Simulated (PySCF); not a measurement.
**Field gradients at the hydrogen positions**

Species: C₅H₁₂S₂Si.
Cartesian coordinates in Å at the GFN2-xTB level; atoms count from 1:
```
atom  x, y, z in Å
C1    -2.7278   -1.5712   -1.1870
S2    -2.5069    0.1485   -0.6541
C3    -1.0876   -0.1116    0.4103
C4    -0.1326    1.0705    0.6410
C5    -0.4899    2.4145    0.0577
Si6    0.6059   -0.3272   -0.3933
S7     1.9377   -1.7264    0.5068
C8     3.5029   -0.8140    0.3201
H9    -1.8308   -1.9012   -1.7062
H10   -2.9127   -2.1979   -0.3188
H11   -3.5840   -1.5926   -1.8528
H12   -1.3774   -0.6666    1.2958
H13    0.1729    1.1508    1.6823
H14   -1.3272    2.8474    0.6040
H15   -0.7844    2.3168   -0.9833
H16    0.3548    3.0978    0.1216
H17    0.7571   -0.1713   -1.8261
H18    3.4650    0.0994    0.9039
H19    3.6723   -0.5918   -0.7281
H20    4.2875   -1.4634    0.6934
```

Level: PBE0/pcSseg-1 (PySCF, non-relativistic); Q(2H) = 0.00286 b; rigid geometry, the same for H and D, with no vibrational averaging.

Task: Rank these positions by the coupling χzz of a deuteron there, largest first.
A. H20 (methyl hydrogen)
B. H12 (methine hydrogen)
C. H17 (Si–H hydrogen)
D. H15 (methyl hydrogen)

Result: B (218 kHz), A (213 kHz), D (209 kHz), C (118 kHz).

Task: What are Vzz, η and χzz (234.96 MHz × Q × Vzz) at all hydrogens?

Result: 
| atom | bonded to | bond length (Å) | Vzz (au) | η | χzz (kHz) |
| --- | --- | --- | --- | --- | --- |
| H9 | C1 | 1.088 | 0.3120 | 0.03 | 210 |
| H10 | C1 | 1.087 | 0.3137 | 0.03 | 211 |
| H11 | C1 | 1.085 | 0.3188 | 0.04 | 214 |
| H12 | C3 | 1.084 | 0.3239 | 0.09 | 218 |
| H13 | C4 | 1.088 | 0.3168 | 0.08 | 213 |
| H14 | C5 | 1.089 | 0.3107 | 0.02 | 209 |
| H15 | C5 | 1.086 | 0.3110 | 0.03 | 209 |
| H16 | C5 | 1.088 | 0.3150 | 0.02 | 212 |
| H17 | Si6 | 1.449 | 0.1752 | 0.05 | 118 |
| H18 | C8 | 1.085 | 0.3155 | 0.03 | 212 |
| H19 | C8 | 1.085 | 0.3156 | 0.04 | 212 |
| H20 | C8 | 1.085 | 0.3173 | 0.04 | 213 |

Task: Average by the element that carries the hydrogen.

Result: on C: 212 kHz over 11 positions, mean bond length 1.086 Å; on Si: 118 kHz over 1 position, mean bond length 1.449 Å.

Isolated species at its GFN2-xTB geometry (one conformer only). GFN2-xTB bond lengths can be off by several hundredths of an ångström, more for odd bonds, and the gradients follow them. The small basis limits the accuracy of the gradients.
